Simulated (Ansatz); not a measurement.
C2H8SSi2 can be A, `CSC1[SiH2][SiH2]1`, or B, `[SiH3][SiH]1CCS1`.

Computed with Ansatz on PBE0-D4/def2-TZVP structures; ΔE is electronic, products minus reactants. CCSD(T)/CBS is the MP2 limit (def2-TZVPP, def2-QZVPP) plus CCSD(T) − MP2 in def2-TZVPP, frozen cores. DFT in def2-TZVPP. Each species was taken in one conformer, which may not be the lowest.

(1) Which isomer does CCSD(T)/CBS put lower? Give the gap. (Estimate.)

(2) Give E(B) − E(A) in kcal/mol with r2SCAN-D4, B2PLYP, HF/def2-TZVPP, PBE0-D4, ωB97M-V, CCSD/def2-TZVPP, CCSD(T)/def2-TZVPP. (An estimate is asked.)

Largest T1 diagnostic: 0.013.

## Answers

(1) Computed: B, by 35.0 kcal/mol.

(2) Computed: r2SCAN-D4 -33.7, B2PLYP -35.2, HF/def2-TZVPP -40.0, PBE0-D4 -35.2, ωB97M-V -34.8, CCSD/def2-TZVPP -36.6, CCSD(T)/def2-TZVPP -35.7. None reverses the order clearly.

From PBE to PBE0 (25 % exact exchange), in def2-TZVPP and without D4, E(B) − E(A) moves by −1.8 kcal/mol. In def2-TZVPP, CCSD(T) changes the Hartree–Fock value by +4.3 kcal/mol (the triples alone add +0.9 kcal/mol) and MP2 by +4.8 kcal/mol.
